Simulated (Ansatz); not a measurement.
C5H12N2Zn, SMILES `CC1=[N+](C)[Zn-]([CH3])[N]1C`, one more setting.

```yaml
crystal:
  periodic: [false, false, false]
  atoms:
    - {symbol: C, position_ang: [0.117278, -2.237290, -0.947519]}
    - {symbol: C, position_ang: [0.000271, -0.592670, -0.276114]}
    - {symbol: N, position_ang: [-0.040212, 0.180116, -1.373182]}
    - {symbol: C, position_ang: [-0.130837, -0.059844, -2.415192]}
    - {symbol: Zn, position_ang: [-0.091281, 1.747360, 0.418382]}
    - {symbol: C, position_ang: [-0.074004, 3.310929, 0.992398]}
    - {symbol: N, position_ang: [-0.360288, -0.511037, 0.918572]}
    - {symbol: C, position_ang: [0.013218, -1.375322, 2.279303]}
    - {symbol: H, position_ang: [1.019114, -2.076074, -1.393743]}
    - {symbol: H, position_ang: [-0.859832, -2.443613, -1.519934]}
    - {symbol: H, position_ang: [0.224333, -2.927924, 0.099601]}
    - {symbol: H, position_ang: [-0.236015, 1.345991, -3.010343]}
    - {symbol: H, position_ang: [0.757630, -0.381343, -2.976095]}
    - {symbol: H, position_ang: [-1.133721, -0.347349, -2.913772]}
    - {symbol: H, position_ang: [0.423349, 3.715591, 2.249267]}
    - {symbol: H, position_ang: [0.078116, 3.985689, 0.679726]}
    - {symbol: H, position_ang: [-1.203409, 3.615525, 1.452078]}
    - {symbol: H, position_ang: [0.240451, -0.794935, 2.763665]}
    - {symbol: H, position_ang: [-0.933587, -2.088950, 2.195053]}
    - {symbol: H, position_ang: [0.988964, -1.871268, 2.101301]}
basis:
  gaussian: {orbitals: cc-pVTZ-DK}
hamiltonian: {xc: {name: CAM-B3LYP}, dispersion: d3bj}
accuracy: high
```

```sh
$ ansatz run in.yaml --threads 4 --pin off --events-out ev --progress --plain --max-ram 66560MiB --backend cuda --devices 0, --max-vram 37GiB
```

Shortened log:

```
Functional definition: CAM-B3LYP
8235 factors; integrals over basis functions are off by at most 7.8e-8 eV
928 factors; integrals over basis functions are off by at most 2.5e-9 eV
mean field evaluation 1: about -57196.5023 eV, gradient 1.1e2 eV
mean field evaluation 2: about -57183.7980 eV, gradient 1.4e2 eV
mean field evaluation 4: about -57217.1246 eV, gradient 9.6e0 eV
mean field evaluation 8: about -57217.5561 eV, gradient 1.2e0 eV
mean field evaluation 16: about -57217.5594 eV, gradient 9.1e-4 eV
mean field -57217.55936337 eV, -2102.7065231493 hartree, gradient 9.3e-8 eV, S^2 0.000000; 0 other end points of the search recorded, 0 dependent functions left out
reference -57217.55939335 eV, -2102.7065242508 hartree; 43, 43 occupied and 403, 403 virtual orbitals, 8235 factors
Total energy: -57217.95537986 eV, -2102.7210764866 hartree
Relativity: scalar
```

Run time 25 s (4 threads of an AMD EPYC 7R13 on a shared host and a share of an NVIDIA H100 80 GB); peak host memory 1.9 GiB.
